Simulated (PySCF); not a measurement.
## input.py for Rb

Input:

```python
from pyscf import gto, scf, mp

mol = gto.M(
    atom='Rb 0 0 0',
    basis='ano-rcc-vdzp',
    charge=0,
    spin=1,
    verbose=4,
)
mf = scf.UHF(mol)
mf = mf.sfx2c1e()
mf.kernel()
mp.MP2(mf, frozen=9).kernel()
mf.dip_moment()
print('orbital energies (hartree):', [e[max(0, n-3):n+3].round(4) for e, n in zip(mf.mo_energy, mol.nelec)])
```

```bash
$ OMP_NUM_THREADS=1 python input.py
```

It prints (some set-up lines and the per-cycle HOMO/LUMO lines with their warnings removed):

```
PySCF version 2.14.0

[INPUT] verbose = 4
[INPUT] num. atoms = 1
[INPUT] num. electrons = 37
[INPUT] charge = 0
[INPUT] spin (= nelec alpha-beta = 2S) = 1
[INPUT] symmetry False subgroup None
[INPUT] Mole.unit = angstrom
[INPUT] Symbol           X                Y                Z      unit          X                Y                Z       unit  Magmom
[INPUT]  1 Rb     0.000000000000   0.000000000000   0.000000000000 AA    0.000000000000   0.000000000000   0.000000000000 Bohr   0.0

nuclear repulsion = 0
number of shells = 3
number of NR pGTOs = 135
number of NR cGTOs = 31
basis = ano-rcc-vdzp
ecp = {}

******** <class 'pyscf.x2c.sfx2c1e.sfX2C1eUHF'> ********
method = sfX2C1eUHF
initial guess = minao
damping factor = 0
level_shift factor = 0
DIIS = <class 'pyscf.scf.diis.CDIIS'>
diis_start_cycle = 1
diis_space = 8
diis_damp = 0
SCF conv_tol = 1e-09
SCF conv_tol_grad = None
SCF max_cycles = 50
direct_scf = True
direct_scf_tol = 1e-13
number electrons alpha = 19  beta = 18

******** <class 'pyscf.x2c.sfx2c1e.SpinFreeX2CHelper'> ********
approx = 1e
xuncontract = 1
Set gradient conv threshold to 3.16228e-05
init E= -2979.03134782264

cycle= 1 E= -2979.07211817117  delta_E= -0.0408  |g|= 0.0146  |ddm|= 0.708
cycle= 2 E= -2979.07249686595  delta_E= -0.000379  |g|= 0.00478  |ddm|= 0.0314
cycle= 3 E= -2979.07253151157  delta_E= -3.46e-05  |g|= 0.00137  |ddm|= 0.0098
cycle= 4 E= -2979.07253370509  delta_E= -2.19e-06  |g|= 0.000245  |ddm|= 0.00283
cycle= 5 E= -2979.07253375939  delta_E= -5.43e-08  |g|= 5.13e-05  |ddm|= 0.000289
cycle= 6 E= -2979.07253376196  delta_E= -2.57e-09  |g|= 5.24e-06  |ddm|= 6.95e-05
cycle= 7 E= -2979.07253376199  delta_E= -3.41e-11  |g|= 2.56e-07  |ddm|= 9.79e-06
Extra cycle  E= -2979.07253376199  delta_E= -4.55e-13  |g|= 6.38e-08  |ddm|= 3.81e-07
converged SCF energy = -2979.07253376199  <S^2> = 0.75023363  2S+1 = 2.0002336

******** <class 'pyscf.mp.ump2.UMP2'> ********
nocc = (np.int64(10), np.int64(9)), nmo = (22, 22)
frozen orbitals 9
E(UMP2) = -2979.22232955843  E_corr = -0.149795796439513
E(SCS-UMP2) = -2979.21083028508  E_corr = -0.138296523080962
E_corr(same-spin) = -0.0478366530535996
E_corr(oppo-spin) = -0.101959143385913
Dipole moment(X, Y, Z, Debye): -0.00000, -0.00000, -0.00000
orbital energies (hartree): [array([-0.8081, -0.8081, -0.1401,  0.0179,  0.0179,  0.0179]), array([-0.8061, -0.8061, -0.8061,  0.0222,  0.0447,  0.0447])]
```

In short: E(SCF) = -2979.072534 Eh, 7 cycles, E(MP2) − E(SCF) = -0.14980 Eh, ⟨S²⟩ = 0.750.

Hardware: Intel Xeon Platinum 8488C, 1 thread, shared host. Wall time 1.8 s.

No search for the lowest solution was made.
